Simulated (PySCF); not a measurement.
A series of related molecules.

All values: CAM-B3LYP/def2-SVPD (PySCF) at PBE0-D3(BJ)/def2-SVP geometries, gas phase, one conformer each. Core orbitals are frozen in the response; Δα² is half the sum of the squared differences of the principal polarisabilities.

Task: Rank by vertical ionisation energy (ΔSCF), highest first.
A. `CC#C[SiH2]B(F)F`
B. `FB(F)[SiH2]B(Cl)Cl`
C. `FB(F)[SiH2]C(F)F`
D. `B(F)(F)[SiH3]`
E. `COC[SiH2]B(F)F`
F. `CC(=S)[SiH2]B(F)F`

Result: D (11.76 eV), C (11.36 eV), B (10.62 eV), E (10.23 eV), A (9.88 eV), F (8.60 eV).

Task: Rank by polarisability anisotropy Δα, highest first.
A. `[CH3:1][O:2][CH2:3][SiH2:4][B:5]([F:6])[F:7]` with C1–O2–C3–Si4 179°, O2–C3–Si4–B5 -46°, C3–Si4–B5–F6 122°
B. `[CH3:1]/[N:2]=[CH:3]\[SiH2:4][B:5]([F:6])[F:7]` with N2–C3–Si4–B5 63°, C3–Si4–B5–F6 -98°
C. `[F:1][B:2]([F:3])[SiH2:4][C:5]([F:6])=[C:7]([F:8])[F:9]` with F1–B2–Si4–C5 -138°, B2–Si4–C5–F6 -150°
D. `FB(F)[SiH3]`
E. `[CH3:1][C:2](=[S:3])[SiH2:4][B:5]([F:6])[F:7]` with C1–C2–Si4–B5 73°, C2–Si4–B5–F6 126°
F. `[CH3:1][C:2]#[C:3][SiH2:4][B:5]([F:6])[F:7]` with C3–Si4–B5–F6 56°

Result: F (6.20 Å³), E (4.39 Å³), B (3.31 Å³), C (2.94 Å³), A (1.98 Å³), D (1.10 Å³).

Task: Rank by HOMO energy, highest first.
A. `FB(F)[SiH2]C(F)=C(F)F`
B. `C(=S)([SiH2]B(F)F)C`
C. `FC([SiH2]B(F)F)F`
D. `COC[SiH2]B(F)F`
E. `FB([SiH2]/C=N\C)F`
F. `FB(F)[SiH3]`

Result: B (-7.84 eV), E (-8.49 eV), A (-9.19 eV), D (-9.35 eV), C (-10.36 eV), F (-10.63 eV).

All values together:

```csv
SMILES,formula,μ (D),HOMO (eV),LUMO (eV),α (Å³),Δα (Å³),electrons,α per electron (Å³),ΔSCF removal energy (eV)
FB(F)[SiH3],BF2H3Si,1.03,-10.63,-0.08,6.50,1.10,40,0.162,11.76
FB(F)[SiH2]C(F)=C(F)F,C2H2BF5Si,1.15,-9.19,-0.33,9.88,2.94,78,0.127,10.15
CC(=S)[SiH2]B(F)F,C2H5BF2SSi,2.10,-7.84,-1.56,13.03,4.39,70,0.186,8.60
FB(F)[SiH2]C(F)F,CH3BF4Si,1.67,-10.36,-0.41,8.24,1.30,64,0.129,11.36
C/N=C\[SiH2]B(F)F,C2H6BF2NSi,1.25,-8.49,-0.40,11.09,3.31,62,0.179,9.24
FB(F)[SiH2]B(Cl)Cl,B2Cl2F2H2Si,1.19,-9.84,-1.44,12.40,2.83,78,0.159,10.62
CC#C[SiH2]B(F)F,C3H5BF2Si,2.10,-9.05,-0.01,11.54,6.20,60,0.192,9.88
COC[SiH2]B(F)F,C2H7BF2OSi,2.46,-9.35,0.25,10.69,1.98,64,0.167,10.23
```

Conformers: `[F:1][B:2]([F:3])[SiH2:4][C:5]([F:6])=[C:7]([F:8])[F:9]` with F1–B2–Si4–C5 -138°, B2–Si4–C5–F6 -150°; `[CH3:1][C:2](=[S:3])[SiH2:4][B:5]([F:6])[F:7]` with C1–C2–Si4–B5 73°, C2–Si4–B5–F6 126°; `[F:1][B:2]([F:3])[SiH2:4][CH:5]([F:6])[F:7]` with F1–B2–Si4–C5 143°, B2–Si4–C5–F6 -176°; `[CH3:1]/[N:2]=[CH:3]\[SiH2:4][B:5]([F:6])[F:7]` with N2–C3–Si4–B5 63°, C3–Si4–B5–F6 -98°; `[F:1][B:2]([F:3])[SiH2:4][B:5]([Cl:6])[Cl:7]` with F1–B2–Si4–B5 -90°, B2–Si4–B5–Cl6 89°; `[CH3:1][C:2]#[C:3][SiH2:4][B:5]([F:6])[F:7]` with C3–Si4–B5–F6 56°; `[CH3:1][O:2][CH2:3][SiH2:4][B:5]([F:6])[F:7]` with C1–O2–C3–Si4 179°, O2–C3–Si4–B5 -46°, C3–Si4–B5–F6 122°.

Task: By how much does the ΔSCF value exceed −ε(HOMO) over the species that have both?

Result: By 0.76 to 1.13 eV, 0.89 eV on average, over 8 species.
